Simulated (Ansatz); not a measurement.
Ansatz (a quantum-chemistry and plane-wave program) input (RI-MP2/cc-pVTZ):
A basis named .json is the Basis Set Exchange file of that set.

Ansatz 0.2 input:
```yaml
crystal:
  periodic: [false, false, false]
  atoms:
    - {symbol: C, position_ang: [2.01116647, -0.14116608, 0.71674298]}
    - {symbol: C, position_ang: [1.15883453, -0.33527093, -0.33786334]}
    - {symbol: C, position_ang: [0.13229414, 0.46972550, -0.86666829]}
    - {symbol: C, position_ang: [-1.15292901, 0.53841472, -0.52702235]}
    - {symbol: C, position_ang: [-1.85067398, -0.27528177, 0.55290036]}
    - {symbol: H, position_ang: [2.85268462, -0.80350910, 0.88741236]}
    - {symbol: H, position_ang: [1.92767184, 0.72969003, 1.35854973]}
    - {symbol: H, position_ang: [1.37008135, -1.22551488, -0.94347189]}
    - {symbol: H, position_ang: [-1.83038786, 1.22947215, -1.04684084]}
    - {symbol: H, position_ang: [-2.36518297, 0.36225888, 1.28750256]}
    - {symbol: H, position_ang: [-2.62119744, -0.94214988, 0.13588835]}
    - {symbol: H, position_ang: [-1.12582231, -0.88877581, 1.09242370]}
basis:
  gaussian:
    orbitals: cc-pVTZ
    fitting: {mean_field: def2-universal-jkfit, correlation: cc-pVTZ-RIFIT.json}
total_charge: -1
magnetization: {spin_polarized: false}
correlation: {method: mp2, electrons: outside_noble_gas}
```

End of the output:

```
integrals: 0.25 GiB planned
501 factors; integrals over basis functions are off by at most 9.4e-1 eV
mean field: 0.67 GiB planned
mean field evaluation 1: about -5258.6588 eV, gradient 2.8e1 eV
mean field evaluation 2: about -5261.1622 eV, gradient 9.4e0 eV
mean field evaluation 4: about -5261.5057 eV, gradient 8.4e-1 eV
mean field evaluation 8: about -5261.5105 eV, gradient 2.3e-6 eV
mean field -5261.51053243 eV, -193.3569456870 hartree, gradient 2.3e-6 eV, S^2 0.000000; 1 other end points of the search recorded, 0 dependent functions left out
5 core orbitals not correlated
615 factors; their error is unknown
reference -5261.51053243 eV, -193.3569456870 hartree; 14, 14 occupied and 229, 229 virtual orbitals, 615 factors
second order -22.87261392 eV of doubles, -0.00000000 eV of singles
Total energy: -5284.38314636 eV, -194.1974987451 hartree
```

It need not be the lowest isomer of its formula. Whether it binds its extra electron was not tested at this geometry.
